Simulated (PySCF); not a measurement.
## Electron correlation in C (carbon, neutral)

[He] 2s2 2p2, high-spin 3P determinant. Calculation: PySCF 2.14, in cc-pVTZ; no relativity, point nucleus. Frozen: 1s2; 4 electrons correlated.

MP2 pair energies summed by pair of shells (mhartree):

```
 pair  energy  share (%)
2s-2p  -40.83       61.0
2s-2s  -18.86       28.2
2p-2p   -7.23       10.8
```

Total MP2 correlation energy: -66.92 mhartree.

Same-spin part -12.65 and opposite-spin part -54.27 mhartree; SCS-MP2 scales them by 1/3 and 6/5 to -69.34 mhartree.

```json
{"level": "CCSD", "correlation energy (mhartree)": "-87.16"}
{"level": "(T)", "correlation energy (mhartree)": "-2.04"}
{"level": "CCSD(T)", "correlation energy (mhartree)": "-89.20"}
```

Diagnostics: T1 = 0.0084, D1 = 0.0161, largest double amplitude 0.111.

Problem. Is a single reference adequate?

Solution. Mostly. T1 lies below 0.03, but a double amplitude of this size points to a near-degeneracy that CCSD handles and MP2 describes poorly.
